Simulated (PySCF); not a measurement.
# How methods differ on the excitation energy of Ni²⁺

Ni²⁺ [Ar] 3d8 (3F) → Ni²⁺ [Ar] 3d7 4p1 (high-spin determinant), as a difference of total energies. Calculation: PySCF 2.14, in x2c-TZVPPall (6s5p4d2f1g, 64 functions); scalar relativity by spin-free X2C-1e. Correlated levels: valence and next inner shell: [Ne] frozen. The calculations carry no spin-orbit coupling.

| method | excitation energy (cm⁻¹) |
| --- | --- |
| UHF | 96015 |
| MP2 (valence and next inner shell) | 113760 |
| SCS-MP2 (valence and next inner shell) | 113050 |
| CCSD (valence and next inner shell) | 108880 |
| CCSD(T) (valence and next inner shell) | 109190 |

A first-order spin-orbit estimate (lowest level to lowest level, LS coupling) adds 0.032 eV.

The basis was made for the ground configuration and has no added diffuse functions, so the excitation energy can come out too high.

The determinant of the upper state mixes LS terms, which raises its energy above the lowest term, most at the Hartree-Fock and MP2 levels.
